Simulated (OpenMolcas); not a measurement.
## Pt2+ in KZnF3

Pt2+ with its 6 nearest fluoride ions at 2.081 Å, on the Zn site of KZnF3 (a = 4.054 Å, distance in the model lattice 2.027 Å). The rest of the host is ab initio model potentials to 7.6 Å, with orthogonalisation functions on the cations behind the ligands, and point charges beyond; the distance is set by hand and nothing relaxes. Ligand basis ANO-RCC-VDZP.

```yaml
Program: OpenMolcas 26.06
Method: "SS-CASPT2, IPEA 0.25 Eh, imaginary shift 0.1 Eh (closed shells correlated: 5s 5p and the ligand valence shells)"
Basis: ANO-RCC-VDZP [7s6p4d2f]
Scalar_Hamiltonian: DKH2, point nucleus
Active_space: 8 electrons in 5 orbitals (5d)
State_averaging: 2S+1 = 3 even, 10 roots; 2S+1 = 1 even, 15 roots
Spin-orbit_coupling: RASSI with atomic mean-field integrals over the reference wave functions
```

The lowest spin-free states (labels of O, the rotations of Oh), above the lowest:

| State | Degeneracy | E (cm-1) |
| --- | --- | --- |
| 3A2 | 1 | 0 |
| 1E | 2 | 9060 |
| 1A1 | 1 | 18240 |
| 3T2 | 3 | 21550 |
| 3T1 | 3 | 28520 |
| 1T2 | 3 | 31170 |
| 1T1 | 3 | 34570 |
| 3T1 | 3 | 46240 |
| 1E | 2 | 54980 |
| 1T2 | 3 | 55150 |
| 1A1 | 1 | 69920 |

The lowest levels with spin-orbit coupling:

| E (cm-1) | Degeneracy | Label | 2S+1 |
| --- | --- | --- | --- |
| 0 | 3 | T2 | 3 |
| 8160 | 2 | E | 1 (86 %) |
| 17070 | 1 | A1 | 1 (76 %) |
| 20060 | 2 | E | 3 |
| 20240 | 3 | T1 | 3 |
| 23190 | 3 | T2 | 3 (87 %) |
| 25950 | 1 | A2 | 3 |
| 30780 | 3 | T1 | 3 |
| 30960 | 1 | A1 | 3 (76 %) |
| 31170 | 3 | T2 | 3 (75 %) |
| 33310 | 3 | T2 | 1 (51 %) |
| 33780 | 2 | E | 3 (86 %) |
| 37640 | 3 | T1 | 1 (88 %) |
| 45940 | 1 | A1 | 3 (88 %) |
| 49010 | 3 | T1 | 3 |
| 50280 | 2 | E | 3 |
| 50790 | 3 | T2 | 3 (73 %) |
| 59250 | 2 | E | 1 (89 %) |
| 59770 | 3 | T2 | 1 (82 %) |
| 75740 | 1 | A1 | 1 (88 %) |

Powder χT (cm3 K/mol): 1.58 at 2 K, 1.58 at 10 K, 1.58 at 50 K, 1.58 at 100 K, 1.59 at 200 K, 1.6 at 300 K. The effective moment at 300 K is 2.828 √(χT) = 3.58 μB.

The lowest level has 2S+1 = 3, for which the spin-only value is χT = S(S+1) / 2 = 1.000 cm3 K/mol (g = 2). The computed 1.598 at 300 K differs by +0.598, through orbital momentum, spin-orbit coupling and any other state in reach.

A least-squares ligand-field fit to the states below 45000 cm-1, each weighted by its degeneracy and with a free common offset, gives 10Dq = 22001 cm-1, B = 682 cm-1 and C = 2306 cm-1 (C/B = 3.38), with an rms deviation of 249 cm-1.

The same method and metal basis give the free ion B = 789 cm-1 (fit to its terms below 60000 cm-1, rms deviation 485 cm-1), so the nephelauxetic ratio is β = 682 / 789 = 0.86; it hangs on how both fits weigh the states, and computed free-ion B values tend to be too large, so β mixes covalency with correlation.

Roots that are degenerate in the reference are averaged as groups; the widest CASPT2 spread within a group is 360 cm-1 (the 3-fold group of multiplicity 3 near 21500 cm-1 above the lowest state of its run). Shifts and gaps below about the spread of the groups concerned are not significant. Over all roots computed the reference weight is 0.73; a low but even weight reflects the number of correlated electrons. Real 4d8 and 5d8 ions are as a rule square planar and diamagnetic. Ligand-to-metal charge-transfer states are missing. With no ligand orbital active B as a rule stays too high, so bands that hang on it stand too high and its fall with covalency is understated. With one d shell and no ligand orbital active, 10Dq can be off by a tenth or more. No measured value stands beside these numbers; the geometry was set by hand and not optimised.

The CASPT2 steps took 77 s on 1 thread of Arm Neoverse V2 (shared host); the integral step is not counted.
